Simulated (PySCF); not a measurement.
C2H8O2Si. Atoms are numbered in the order given.

```xyz
13

C      2.0811    -0.3669     0.4308
C      0.8321     0.2014    -0.2268
O      0.5170     1.5273     0.2552
Si    -0.7810    -0.7973    -0.0340
O     -1.9933     0.2118    -0.5811
H      1.9247    -0.5377     1.5105
H      2.3574    -1.3351    -0.0178
H      2.9331     0.3230     0.3152
H      1.0222     0.3385    -1.3056
H      0.5094     1.4932     1.2228
H     -0.8194    -2.0607    -0.8194
H     -0.9313    -1.1171     1.4225
H     -1.7306     1.1385    -0.4696
```

The structure is a stationary point at B3LYP-D3(BJ)/def2-SVP. The structure was generated by enumeration; whether it is a known compound was not checked. Other conformers were not sampled.

Level of theory: PBE/def2-TZVP in PySCF.

ESP charges are fitted to the potential on shells at 1.4 to 2.0 van der Waals radii. Atomic charges (e):

```
atom  Mulliken  ESP fit  Löwdin    IAO
----  --------  -------  ------  -----
C1       -0.37    -0.59   -0.33  -0.44
C2       -0.05     0.22   -0.49  -0.19
O3       -0.42    -0.58   -0.02  -0.54
Si4       0.36     0.34    0.16   0.94
O5       -0.49    -0.56   -0.13  -0.78
H6        0.11     0.14    0.12   0.14
H7        0.12     0.15    0.13   0.15
H8        0.13     0.17    0.13   0.15
H9        0.10     0.09    0.15   0.15
H10       0.30     0.39    0.17   0.35
H11      -0.04    -0.06   -0.04  -0.13
H12      -0.07    -0.09   -0.04  -0.16
H13       0.31     0.37    0.18   0.36
```

Computed Mayer and Wiberg (Löwdin basis) orders of the bonds:
```tsv
bond	Mayer	Wiberg
C1–C2	1.00	1.32
C2–O3	0.95	1.49
C2–Si4	0.99	1.06
Si4–O5	1.21	1.69
C1–H6	0.96	0.90
C1–H7	0.96	0.89
C1–H8	0.96	0.90
C2–H9	0.92	0.82
O3–H10	0.89	1.02
Si4–H11	0.92	0.93
Si4–H12	0.90	0.92
O5–H13	0.86	1.00
```
